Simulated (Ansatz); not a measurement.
This geometry of C2H7BrSi2 (12 atoms, charge 0, multiplicity 1) is a first-order saddle point.

Theory: Ansatz 0.2.0, RKS PBE0-D4/def2-SVP.

```xyz
12
Properties=species:S:1:pos:R:3
C -1.687 -0.920 0.225
Si -0.104 -0.022 0.661
C 1.408 -0.425 -0.305
Si 1.055 1.349 -1.012
Br 1.897 2.992 0.274
H -1.730 -1.902 0.723
H -1.738 -1.084 -0.862
H -2.573 -0.341 0.525
H 0.134 0.299 2.092
H 2.364 -0.395 0.232
H 1.413 -1.181 -1.100
H -0.363 1.574 -1.418
```

(1) Which two structures does it join? (They come from a converged band through this point; their orientation in space is the band's.)

(2) How far does it lie above each of them?

## Answers

(1) Bonds broken: Si2–H12. Bonds formed: Si4–H12. The height of Si4 over the plane of its neighbours goes from -1.39 to -0.96 Å.

Initial state:

```xyz
12
Properties=species:S:1:pos:R:3
C -1.656 -0.998 0.155
Si -0.215 0.153 0.458
C 1.394 -0.268 -0.373
Si 1.232 1.385 -1.371
Br 2.182 2.772 0.205
H -1.507 -1.943 0.701
H -1.738 -1.232 -0.918
H -2.605 -0.550 0.488
H -0.097 0.675 1.844
H 2.263 -0.327 0.296
H 1.334 -1.151 -1.028
H -0.509 1.430 -0.424
```

Final state:

```xyz
12
Properties=species:S:1:pos:R:3
C -1.740 -1.026 0.282
Si -0.223 -0.025 0.735
C 1.376 -0.299 -0.284
Si 0.760 1.455 -0.657
Br 2.048 3.117 0.080
H -1.653 -2.054 0.669
H -1.855 -1.076 -0.811
H -2.649 -0.572 0.704
H 0.014 0.114 2.199
H 2.307 -0.396 0.292
H 1.354 -1.018 -1.116
H 0.337 1.724 -2.059
```

(2) 94.6 kJ/mol above the first and 97.8 kJ/mol above the second. This is the barrier of this one path; another mechanism may lie lower. The orbitals stay closed-shell, which can raise the energy where a bond breaks towards radicals; this wasn't checked here.

Time of the run: 6.6 min on 2 threads of Intel(R) Xeon(R) Platinum 8488C (Sapphire Rapids) (shared host), peak memory 0.39 GiB.
